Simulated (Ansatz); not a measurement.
Breaking the Pb1–F3 bond in FHPb (SMILES [F][PbH]) (multiplicity 1 held, fragments rigid). Energies count from the point at 2.069 Å.
Geometry at that point (charge 0, multiplicity 1):
| atom | x (Å) | y (Å) | z (Å) |
|---|---|---|---|
| Pb | -0.0639 | -0.1197 | 0.1499 |
| H | -1.0398 | -1.0734 | -1.1273 |
| F | 0.6977 | 1.2100 | -1.2402 |

R- and RO- levels are restricted; in cc, def2 and unpolarised 6-31G sets they are followed outwards from rest. Unrestricted levels (U-) break spin symmetry where that is lower. Curves can end on different states.

Frozen-core correlation. Filled d and f shells under p-block atoms count as core.

Codes used: Ansatz (a quantum-chemistry and plane-wave program) with Gaussian orbitals.  In def2 rows elements past Kr take small-core potentials, without spin–orbit coupling.

Energies in kJ/mol.

| R (Å) | R-HF/def2-TZVPP | U-PBE/def2-TZVPP | R-wB97X-V/def2-TZVPP | U-wB97X-V/def2-TZVPP | U-MP2/def2-TZVPP | U-CCSD(T)/def2-TZVPP |
|---|---|---|---|---|---|---|
| 1.655 | 260 | 296 | 274 | 274 | 288 | 287 |
| 1.862 | 34 | 52 | 41 | 41 | 46 | 46 |
| 2.069 | 0 | 0 | 0 | 0 | 0 | 0 |
| 2.276 | 36 | 22 | 32 | 32 | 30 | 29 |
| 2.483 | 94 | 69 | 87 | 87 | 85 | 84 |
| 2.793 | 184 | 146 | 177 | 177 | 175 | 172 |
| 3.103 | 262 | 214 | 256 | 256 | 402 | 267 |
| 3.621 | 364 | 294 | 361 | 356 | 461 | 372 |
| 4.138 | 436 | 338 | 435 | 410 | 473 | 426 |
| 4.759 | 498 | 364 | 497 | 443 | 477 | 442 |
| 5.586 | 552 | 381 | 548 | 460 | 478 | 443 |
| 6.621 | 597 | 390 | 587 | 465 | 478 | 443 |

Doubts at one or more of the structures used: a restricted determinant that unrestricted orbitals would lower (R-HF/def2-TZVPP, R-wB97X-V/def2-TZVPP); a spin-contaminated determinant (U-PBE/def2-TZVPP, U-wB97X-V/def2-TZVPP, U-MP2/def2-TZVPP, U-CCSD(T)/def2-TZVPP); T1 above 0.05 (U-CCSD(T)/def2-TZVPP); the program's own flag: other amplitudes (U-CCSD(T)/def2-TZVPP).
